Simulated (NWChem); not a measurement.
Molecule: BeH$_{2}$O; SMILES [BeH][OH]

Computed with NWChem. The geometry was optimised at PBE0/def2-SVP.

Diagonal of the polarisability tensor at CAM-B3LYP/def2-SVPD, static: 19.81, 26.22, 19.81 bohr³.

**Question.** Find the mean polarisability volume, the molar refraction, and the refractive index that an ideal gas of it would have at 273.15 K and 1 atm.

**Answer.** 
1. Mean: one third of the trace = 21.95 bohr³ × 0.14818 Å³/bohr³ = 3.25 Å³.
2. Molar refraction (Lorentz-Lorenz): (4π/3) N_A α = 8.2 cm³/mol.
3. Number density p/kT = 2.687 × 10⁻⁵ Å⁻³; n − 1 = 2π N α = 5.49 × 10⁻⁴.
4. These hold the electronic response alone: vibrational and orientational terms add to the static dielectric constant.
